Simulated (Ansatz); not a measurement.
Molecule: CPt (charge 0, singlet). 
Coordinates optimised at B3LYP-D3(BJ)/def2-TZVP (Ansatz, a program for electronic structure):
```xyz
2

Pt     0.0000     0.0000    -0.1197
C      0.0000     0.0000     1.5562
```

Computed values are from Ansatz. Valence correlation only, unless marked. Open shells are spin-unrestricted. No spin-orbit coupling. The frozen core is the preceding noble-gas configuration, with the filled d and f shells of earlier blocks. In def2 rows, elements after Kr have scalar-relativistic effective core potentials. Basis-set limits of correlation are two-point, X^-3; Hartree-Fock from the larger set.

```yaml
atomisation energy De: 149.5 kcal/mol at CCSD(T)/CBS(def2-TZVPPD,def2-QZVPPD)
vertical ionisation energy (to the doublet): 9.32 eV at CCSD(T)/CBS(def2-TZVPPD,def2-QZVPPD)
total_energy: -156.7605 Eh at CCSD(T)/CBS(def2-TZVPPD,def2-QZVPPD)
dipole_moment: 1.03 D at CCSD(T)/def2-SVPD
```

The Hartree-Fock reference is unstable (checked in the largest basis), which strains HF and MP2. The T1 diagnostic of CCSD in the largest basis is 0.042, which is high, so the coupled-cluster rows are less sure than usual.
